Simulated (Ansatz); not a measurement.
A structure relaxed at PBE0-D4/def2-TZVP, charge 0, multiplicity 2:

Cartesian coordinates in Å:
```
C -2.174 0.364 -1.497
C -1.120 0.514 -0.924
Ge 0.427 0.921 0.100
C 0.988 -0.588 1.206
F 1.705 1.181 -1.065
H -3.093 0.217 -2.017
H 1.240 -1.412 0.536
H 1.858 -0.316 1.800
H 0.168 -0.882 1.861
```

(1) Give its formula and SMILES.

(2) Summarise the bond lengths by kind.

## Answers

(1) C3H4FGe, `C#[C][Ge]([CH3])[F]`.

(2) 1 × C–C 1.208 Å; 4 × C–H 1.066 to 1.092 Å; 2 × C–Ge 1.900 to 1.952 Å; 1 × F–Ge 1.749 Å.

Results of the Gaussian-basis code of Ansatz.
